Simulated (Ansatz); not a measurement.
Input file:

```yaml
crystal:
  periodic: [false, false, false]
  atoms:
    - { symbol: Si, position_ang: [-0.852221, 0.309409, -0.549113] }
    - { symbol: "N", position_ang: [0.27623, -0.556897, 0.27713] }
    - { symbol: Te, position_ang: [1.805219, 0.071671, 1.72925] }
    - { symbol: H, position_ang: [-1.64558, -0.405719, -1.590547] }
    - { symbol: H, position_ang: [-1.217623, 1.748994, -0.327832] }
    - { symbol: H, position_ang: [1.633975, -1.167458, 0.461113] }
basis:
  gaussian: { orbitals: def2-SVP }
hamiltonian:
  xc: blyp
phonons: {}
```

Command:

```bash
$ ansatz run input.yaml --threads 1 --pin off --max-ram 2048MiB --backend cpu --events-out ev --progress --plain --runs-dir out
```

Hardware: 1 thread of Intel(R) Xeon(R) 6975P-C (Granite Rapids) (shared host).

Q: Roughly how long does this run take, and how much memory?

A: 22 s, with a peak of 0.12 GiB, for 0 ionic steps.
